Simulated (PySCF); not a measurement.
Run record: geometry optimisation, `FC1=CC=CC=C1I`.

Method: PBE0-D3(BJ)/def2-SVP geometry optimisation, gas phase, def2 core potentials past Kr (PySCF 2.14.0). Start geometry: GFN2-xTB. A driver script takes a list of jobs; this job's settings line and coordinates (Å) are shown.

Input:
```
{"job": {"xc": "PBE0", "basis": "def2-SVP", "d3": "d3bj", "grid": 1, "maxiter": 30, "shake": 0.01, "kind": "geom"}, "charge": 0, "multiplicity": 1}
F      1.215970    -2.389200     0.053960
C      0.554130    -1.185590     0.021430
C     -0.843440    -1.165110     0.002680
C     -1.449670     0.055500    -0.019600
C     -0.762500     1.227660    -0.042000
C      0.620490     1.213130    -0.021030
C      1.300760    -0.006420     0.009630
I      3.414300    -0.068380     0.026500
H     -1.359840    -2.093980     0.042930
H     -2.564070     0.073310    -0.015460
H     -1.279910     2.181210    -0.044490
H      1.193460     2.129590    -0.023580
```

Output:
```
step   0  E = -627.99011657  max force = 0.057802
step   1  E = -627.99095366  max force = 0.014620
step   2  E = -627.99407539  max force = 0.010390
step   3  E = -627.99524116  max force = 0.007952
step   4  E = -627.99569176  max force = 0.003498
step   5  E = -627.99567397  max force = 0.002784
step   6  E = -627.99581489  max force = 0.000456
step   7  E = -627.99581088  max force = 0.001027
step   8  E = -627.99581610  max force = 0.000313
optimisation converged
```

Energies in Eh; «max force» is the largest Cartesian gradient component in Eh/bohr.

Question: How much energy does the optimisation release, in eV?

Answer: E(step 0) − E(last step) = 0.005700 Eh, which is 0.155 eV.

Question: Give the first gradient maximum in eV/Å.

Answer: With 1 Eh/bohr = 51.422 eV/Å, 2.972 eV/Å.

In short: final energy -627.99582 Eh after 8 steps; dipole 2.12 D.

Question: How long does this job take on Arm Neoverse N1, one thread, no GPU (shared host)? And the peak memory of the process?

Answer: About 2.8 min, with 0.57 GiB resident at the peak, the Python interpreter and its libraries included.
Labels such as C1 count atoms from 1, the log's own numbers from 0.
